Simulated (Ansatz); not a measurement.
One geometry of CH₄ClNOSi (`NC(=O)[SiH2]Cl`), several functionals.

```yaml
crystal:
  periodic: [false, false, false]
  atoms:
    - {symbol: N, position_ang: [1.394990, 0.687629, -0.195556]}
    - {symbol: C, position_ang: [0.694033, -0.405313, 0.159294]}
    - {symbol: O, position_ang: [1.194569, -1.449600, 0.537490]}
    - {symbol: Si, position_ang: [-1.212852, -0.400519, 0.094465]}
    - {symbol: Cl, position_ang: [-1.932465, 1.423072, -0.563581]}
    - {symbol: H, position_ang: [2.402233, 0.666858, -0.154797]}
    - {symbol: H, position_ang: [0.928429, 1.523706, -0.500827]}
    - {symbol: H, position_ang: [-1.652007, -1.447535, -0.851063]}
    - {symbol: H, position_ang: [-1.728430, -0.644596, 1.457476]}
basis:
  gaussian: {orbitals: def2-TZVPP}
hamiltonian: {xc: pbe, dispersion: d4}
output: {forces: true, orbitals: {seedname: orbitals}}
```

```sh
$ ansatz run in.yaml --threads 4 --pin off --events-out ev --progress --plain --max-ram 10444MiB
```

Output, abridged:

```
Functional definition: PBE
1304 factors; their error is unknown
mean field evaluation 1: about -25019.8746 eV, gradient 7.1e1 eV
mean field evaluation 2: about -24968.2402 eV, gradient 1.6e2 eV
mean field evaluation 4: about -25028.7756 eV, gradient 1.7e1 eV
mean field evaluation 8: about -25029.3814 eV, gradient 1.7e-1 eV
mean field evaluation 16: about -25029.3555 eV, gradient 5.7e-3 eV
mean field -25029.35545547 eV, -919.8118474821 hartree, gradient 5.9e-5 eV, S^2 0.000000; 0 other end points of the search recorded, 0 dependent functions left out
reference -25029.35549529 eV, -919.8118489454 hartree; 28, 28 occupied and 205, 205 virtual orbitals, 1304 factors
Total energy: -25029.56865068 eV, -919.8196822616 hartree
Atom 0 at     1.394990     0.687629    -0.195556 Å, force     0.068563     0.178192    -0.059447 eV/Å
Atom 1 at     0.694033    -0.405313     0.159294 Å, force    -0.524139     0.449701    -0.172941 eV/Å
Atom 2 at     1.194569    -1.449600     0.537490 Å, force     0.456880    -1.030397     0.372101 eV/Å
Atom 3 at    -1.212852    -0.400519     0.094465 Å, force     0.054412    -0.023878     0.009985 eV/Å
Atom 4 at    -1.932465     1.423072    -0.563581 Å, force    -0.151236     0.287121    -0.104646 eV/Å
Atom 5 at     2.402233     0.666858    -0.154797 Å, force     0.381063     0.010002     0.009151 eV/Å
Atom 6 at     0.928429     1.523706    -0.500827 Å, force    -0.174549     0.326512    -0.118995 eV/Å
Atom 7 at    -1.652007    -1.447535    -0.851063 Å, force    -0.051065    -0.144404    -0.099332 eV/Å
Atom 8 at    -1.728430    -0.644596     1.457476 Å, force    -0.059929    -0.052849     0.164123 eV/Å
Dipole moment:     0.115745     0.462648    -0.156051 e Å
```

It took 2.6 s on 4 threads of an Arm Neoverse V1 on a shared host, with 0.3 GiB of host memory at the peak.

The same input with `hamiltonian: {xc: r2scan, dispersion: d4}` (abridged; 5.5 s):

```
Functional definition: r2SCAN
mean field evaluation 16: about -25039.8126 eV, gradient 5.0e-4 eV
mean field -25039.81258724 eV, -920.1961399863 hartree, gradient 3.1e-5 eV, S^2 0.000000
Total energy: -25039.86433930 eV, -920.1980418396 hartree
Atom 0 force     0.118956     0.181321    -0.058958 eV/Å
Atom 1 force    -0.360023     0.164271    -0.068637 eV/Å
Atom 2 force     0.218364    -0.423755     0.154166 eV/Å
Atom 3 force     0.008802    -0.024412     0.008595 eV/Å
Atom 4 force    -0.050454     0.077203    -0.028294 eV/Å
Atom 5 force     0.052793     0.010782    -0.002071 eV/Å
Atom 6 force    -0.010254     0.034427    -0.012309 eV/Å
Atom 7 force     0.010182    -0.001516     0.027789 eV/Å
Atom 8 force     0.011633    -0.018322    -0.020281 eV/Å
Dipole moment:     0.102537     0.473373    -0.160188 e Å
```

The same input with `hamiltonian: {xc: {name: B3LYP}, dispersion: d4}` (abridged; 4.8 s):

```
Functional definition: B3LYP
mean field evaluation 16: about -25044.7630 eV, gradient 3.6e-4 eV
mean field -25044.76303427 eV, -920.3780655593 hartree, gradient 3.3e-5 eV, S^2 0.000000
Total energy: -25045.10850989 eV, -920.3907615543 hartree
Atom 0 force     0.128332     0.198063    -0.064460 eV/Å
Atom 1 force    -0.260992     0.052462    -0.026588 eV/Å
Atom 2 force     0.168451    -0.287374     0.105223 eV/Å
Atom 3 force    -0.066916    -0.263726     0.089310 eV/Å
Atom 4 force    -0.077926     0.198415    -0.071375 eV/Å
Atom 5 force     0.016272     0.020366    -0.006596 eV/Å
Atom 6 force     0.028413     0.013744    -0.003860 eV/Å
Atom 7 force     0.029580     0.061983     0.069465 eV/Å
Atom 8 force     0.034785     0.006067    -0.091120 eV/Å
Dipole moment:     0.070019     0.479094    -0.163258 e Å
```

B3LYP takes the VWN-RPA correlation (the form of Gaussian; ORCA's B3LYP/G).
